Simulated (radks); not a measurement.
Q: Spherical quantum dot in the effective-mass picture: electrons in a hard-walled sphere of radius 7.94, all in effective atomic units (hartree* = m*/eps^2 hartree, bohr* = eps/m* bohr), one dielectric constant everywhere. Calculated with a radial shooting solver with Libxc functionals: non-relativistic Kohn-Sham, PBE, spin-polarised, spherical densities. Levels are named by radial order and angular momentum (1s, 1p, 1d, 2s, ...), and open shells are averaged over m. Results are scaled to m* = 0.235 and eps = 5.5, for which hartree* = 211.4 meV and bohr* = 1.238 nm. At N = 5 the configuration is 1s2 1p(up 3, down 0). Does electron 6 go into 1p down or 1d down or 1d up?

A: Into 1p down. The total energies of the other choices lie higher by 8.92 meV (1d up), 16.6 meV (1d down).
